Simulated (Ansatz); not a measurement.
Geometry optimisation, RKS revPBE/def2-SVP (Ansatz 0.2.0).

Input:

```yaml
crystal:
  periodic: [false, false, false]
  atoms:
    - { symbol: B, position_ang: [0.187936, 0.328342, -0.101554] }
    - { symbol: F, position_ang: [-0.212153, 0.540976, 1.15175] }
    - { symbol: Cl, position_ang: [1.884549, 0.503877, -0.527836] }
    - { symbol: Cl, position_ang: [-1.060756, 0.126485, -1.359004] }
    - { symbol: O, position_ang: [0.082198, -2.109258, 0.816477] }
    - { symbol: Al, position_ang: [-0.890883, -3.226833, -0.108338] }
    - { symbol: H, position_ang: [-0.092329, -3.998996, -1.250111] }
    - { symbol: H, position_ang: [-2.431523, -3.451942, 0.271706] }
    - { symbol: H, position_ang: [-0.29834, -1.549351, 1.535009] }
basis:
  gaussian: { orbitals: def2-SVP }
hamiltonian:
  xc: revpbe
relax:
  f_tol: 0.03
  max_steps: 50
output:
  orbitals: {}
```

Launched with:

```bash
$ ansatz run input.yaml --threads 4 --pin off --max-ram 5120MiB --backend cpu --events-out ev --progress --plain --runs-dir out
```

**Question.** Where does it end, and by what steps?

**Answer.** The run converged. The force dipped under the threshold on the way, but the program's further checks kept it going. After 42 steps the energy has fallen by 1.299 eV; Cl4 moved furthest, 1.90 Å. Parted: B1–Cl4 (1.78 → 4.01 Å). Joined: B1–O5 (2.61 → 1.40 Å), Cl4–Al6 (3.58 → 2.16 Å).

| step | energy less start (eV) | largest force component (eV/Å) | accepted |
| --- | --- | --- | --- |
| 0 | 0.0000 | 0.592 | yes |
| 2 | -0.0316 | 0.258 | yes |
| 4 | -0.0938 | 0.940 | yes |
| 6 | -0.5117 | 1.753 | yes |
| 8 | -0.9744 | 2.426 | yes |
| 10 | -1.1374 | 0.327 | yes |
| 12 | -1.1545 | 0.147 | yes |
| 14 | -1.1565 | 0.046 | yes |
| 16 | -1.1579 | 0.113 | yes |
| 18 | -1.1594 | 0.246 | yes |
| 20 | -1.1615 | 0.286 | yes |
| 22 | -1.1662 | 0.222 | yes |
| 24 | -1.1876 | 0.407 | yes |
| 26 | -1.2209 | 0.517 | yes |
| 28 | -1.2270 | 0.555 | no |
| 30 | -1.2773 | 0.084 | yes |
| 32 | -1.2864 | 0.402 | yes |
| 34 | -1.2901 | 0.322 | yes |
| 36 | -1.2963 | 0.047 | yes |
| 38 | -1.2981 | 0.062 | yes |
| 40 | -1.2977 | 0.178 | no |
| 42 | -1.2993 | 0.027 | yes |

```xyz
9
Properties=species:S:1:pos:R:3
B 0.617 -0.194 0.712
F 0.599 0.623 1.764
Cl 1.724 0.028 -0.616
Cl -2.014 -1.348 -2.089
O -0.278 -1.265 0.702
Al -1.013 -2.682 -0.719
H 0.339 -3.358 -1.230
H -1.955 -3.339 0.405
H -0.851 -1.301 1.498
```

Whether the end is a true minimum wasn't checked by a vibrational analysis.

Time of the run: 92 s on 4 threads of Arm Neoverse V1 (shared host), peak memory 0.19 GiB.
